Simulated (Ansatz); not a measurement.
Saddle point of GeSiH4Cl2, singlet (GeSiH₄Cl₂ ([Cl][SiH]([Cl])[GeH3]) → SiCl₂ + GeH₄; bonds formed: Ge1–H3; bonds broken: Ge1–Si2, Si2–H3), PBE0-D4/def2-TZVP structure:

```xyz
8
angstrom
Ge -0.0488 0.2303 1.1750
Si -0.4085 0.2238 -1.2534
H 0.5710 -0.7403 -0.2706
Cl -1.2879 -1.4469 -2.1110
Cl 1.2181 0.7511 -2.4260
H -1.4486 0.5945 1.7019
H 0.9614 1.3772 1.2008
H 0.4435 -0.9897 1.9831
```

Energies are electronic, without zero-point energy. Barriers and step energies count from the start structure reached by relaxing down the imaginary mode; all methods use the PBE0-D4 structures, on which another method's saddle can fall below an end. Ansatz 0.2.0; basis: def2-TZVPP, with def2-QZVPP for the basis limit; cores frozen in the correlated methods. Filled d shells of the heavier atoms are correlated. The def2 sets are not built for correlating such inner shells, so the correlated values are less sure here. B3LYP uses VWN-RPA correlation. Extrapolation: Hartree–Fock as exp(−7.88 √X), correlation as X^−2.97.

| method | barrier (kcal/mol) | step energy (kcal/mol) |
| --- | --- | --- |
| SPW92 | 50.60 | 33.39 |
| PBE-D4 | 51.29 | 31.67 |
| BLYP-D4 | 52.99 | 27.77 |
| r2SCAN-D4 | 55.67 | 36.67 |
| B97M-V | ? | 33.47 |
| PBE0-D4 | 55.55 | 36.14 |
| B3LYP-D4 | ? | 31.91 |
| r2SCAN0-D4 | ? | 38.71 |
| BHLYP-D4 | 61.27 | 36.42 |
| CAM-B3LYP-D4 | 59.66 | 35.10 |
| wB97X-V | 60.15 | 38.46 |
| wB97M-V | 57.12 | 33.10 |
| B2PLYP | 58.46 | 34.76 |
| PBE-QIDH | 59.49 | 39.79 |
| RPA on PBE | 56.01 | 33.77 |
| HF | 67.75 | 39.69 |
| MP2 | 60.53 | 38.30 |
| CCSD | 60.01 | 36.82 |
| CCSD(T) | 58.15 | 35.95 |

(1) Fill in the withheld barriers. (To be estimated.)

The T1 diagnostic stays at or below 0.013. The restricted Hartree–Fock reference is unstable towards an unrestricted one at one or more of these structures.

## Answers

(1) By the calculation: r2SCAN0-D4 58.15; B3LYP-D4 56.46; B97M-V 53.83 kcal/mol. Each is the energy of the saddle less that of the start structure, by the same method.

For comparison, the barrier by CCSD(T) at an estimated basis limit (MP2 extrapolated from triple and quadruple zeta, plus CCSD(T) − MP2 in triple zeta) is 58.96 kcal/mol.

Losses and insertions of silylenes and their heavier kin drive the gas-phase chemistry of silicon and germanium vapour deposition.

Labels in which every atom is bracketed show which atoms are joined, not bond orders.

For scale, one of the runs: CCSD(T)/def2-TZVPP, 230 basis functions (an equivalent command: `ansatz run in.yaml --threads 4`). The run took 2.1 min on 4 CPU threads (shared host), with 3.5 GiB of host memory at its peak.
